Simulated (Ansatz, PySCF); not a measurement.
Species: BaCl, net charge 1, singlet state. 
Structure (B3LYP-D3(BJ)/def2-TZVP (Ansatz, a quantum-chemistry and plane-wave program) minimum search):
```
Ba
Cl 1 2.5964
```
Charge +1, spin multiplicity 1.

Total electronic energies in hartree. Valence correlation only, unless marked. No spin-orbit coupling. Frozen are the shells of the preceding noble gas and the d and f shells that filled before the atom's block. The outer core of K, Ca and their heavier congeners is not correlated, a term that matters for these elements. In def2 rows, elements after Kr have scalar-relativistic effective core potentials. CBS(X,Y): correlation extrapolated as X^-3; Hartree-Fock from the larger set.

| level | program | energy (Eh) |
|---|---|---|
| HF/def2-QZVPP | Ansatz | -484.56179 |
| RI-HF/def2-QZVPP | Ansatz | -484.56171 |
| TPSSh/def2-TZVPD | PySCF | -485.61156 |
| r2SCAN0-D4/def2-TZVPD | Ansatz + dftd4 | -485.54155 |
| B2GP-PLYP-D4/def2-TZVPD | Ansatz + dftd4 | -485.25259 |
| RI-MP2/def2-QZVPP | Ansatz | -484.78591 |
| SCS-MP2/def2-SVPD | Ansatz | -484.52244 |
| CCSD/def2-TZVPPD | Ansatz | -484.76573 |
| CCSD(T)/CBS(def2-TZVPPD,def2-QZVPPD) | Ansatz | -484.8272 |

Totals of different functionals don't rank their quality; only differences between species are comparable.
